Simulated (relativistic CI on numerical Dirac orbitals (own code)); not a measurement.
Computed by Dirac-Coulomb-Breit CI, orbitals from a KLI potential per configuration, model QED, unscaled Slater integrals (own radial code, finite nucleus).

Configuration list (outside the closed core [Ar]): 3d10.4s2, 3d10.4s.4p, 3d10.4p2, 3d10.4s.4d, 3d10.4d2, 3d10.4s.4f, 3d10.4p.4d, 3d10.4f2, 3d10.4p.4f, 3d10.4d.4f, 3d10.4s.5s, 3d10.4s.5p, 3d10.4s.5d, 3d10.4s.5f, 3d10.4s.5g, 3d10.4s.6s, 3d10.4s.6p, 3d10.4s.6d, 3d10.4s.6f, 3d10.4s.7s, 3d9.4s2.4p, 3d9.4s2.4d, 3d9.4s2.4f, 3d9.4s2.5s, 3d9.4s2.5p, 3d9.4s2.5d. Double excitations out of closed p, d and f shells are left out; levels of such configurations are missing from the list, as are those of other unlisted configurations, and high levels can miss mixing partners. These lack a partner that the ground configuration has and come out too high: 3d9.4s2.4p, 3d9.4s2.4d, 3d9.4s2.4f, 3d9.4s2.5s, 3d9.4s2.5p.

At this charge energies of transitions that change n are usually good to better than 1 %, and those within a shell (Δn = 0) to a few per cent.

Outline of the computed level scheme of Er XXXIX. Lowest level of each configuration: 3d10.4s2 1S_0 at 0.000 eV; 3d10.4s.4p 3P°_0 at 73.082 eV; 3d10.4p2 3P_0 at 168.666 eV; 3d10.4s.4d 3D_1 at 275.021 eV; 3d10.4p.4d 3F°_2 at 352.086 eV; 3d10.4s.4f 3F°_2 at 434.517 eV; 3d10.4p.4f 3G_3 at 515.296 eV; 3d10.4d2 3F_2 at 556.736 eV.

Some strong electric-dipole decays among the lowest 45 levels: 3d10.4p.4d 3D°_1 → 3d10.4p2 3P_0 (7.2e+11 s⁻¹); 3d10.4p.4d 1F°_3 → 3d10.4s.4d 1D_2 (6.7e+11 s⁻¹); 3d10.4d2 3F_2 → 3d10.4p.4d 3D°_1 (6.2e+11 s⁻¹); 3d10.4s.4d 3D_2 → 3d10.4s.4p 3P°_1 (5.9e+11 s⁻¹); 3d10.4s.4d 1D_2 → 3d10.4s.4p 1P°_1 (5.8e+11 s⁻¹); 3d10.4d2 3P_1 → 3d10.4p.4d 3P°_2 (5.1e+11 s⁻¹); 3d10.4p2 1S_0 → 3d10.4s.4p 1P°_1 (4.7e+11 s⁻¹); 3d10.4d2 3F_2 → 3d10.4p.4d 3F°_2 (4.6e+11 s⁻¹).

LS names give the leading component of a level, which can be under half, so a name can repeat, a term be missing and a line seem to break the LS rules.
